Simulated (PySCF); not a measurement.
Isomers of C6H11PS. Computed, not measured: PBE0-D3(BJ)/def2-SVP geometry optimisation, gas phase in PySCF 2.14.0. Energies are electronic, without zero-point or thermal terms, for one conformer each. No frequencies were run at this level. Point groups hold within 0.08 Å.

Question: Order them by energy at this level, lowest first, and give relative energies in kcal/mol.
A. `[CH2:1]=[C:2]([CH3:3])[P@H:4](=[S:5])[CH:6]1[CH2:7][CH2:8]1` with C1–C2–P4–S5 0°, C2–P4–C6–C7 89°
B. `[CH2:1]=[CH:2][P:3]([CH:4]=[CH2:5])[CH2:6][S:7][CH3:8]` with C1–C2–P3–C4 -133°, C2–P3–C4–C5 33°, C2–P3–C6–S7 178°, P3–C6–S7–C8 -167°

Answer: A (0.0), B (26.8).

As drawn, the lower has a three-membered ring, which the higher lacks.

```tsv
SMILES	E (Eh)	E rel (kcal/mol)	dipole (D)	point group	A, B, C (MHz)
C=C(C)[P@H](=S)C1CC1	-973.84425	0.0	4.48	C1	1781, 1242, 865.3
C=CP(C=C)CSC	-973.80154	26.8	2.55	C1	2316, 764.1, 637.7
```

How do the relative energies change in single points at PBE0/pcSseg-1 (no added dispersion term) on the same geometries?

| SMILES | PBE0-D3(BJ)/def2-SVP (kcal/mol) | PBE0/pcSseg-1 (kcal/mol) | shift |
| --- | --- | --- | --- |
| C=C(C)[P@H](=S)C1CC1 | 0.0 | 0.0 | 0.0 |
| C=CP(C=C)CSC | 26.8 | 23.6 | -3.2 |

Each column counts from its own lowest isomer. The order is unchanged; the largest shift is 3.2 kcal/mol.
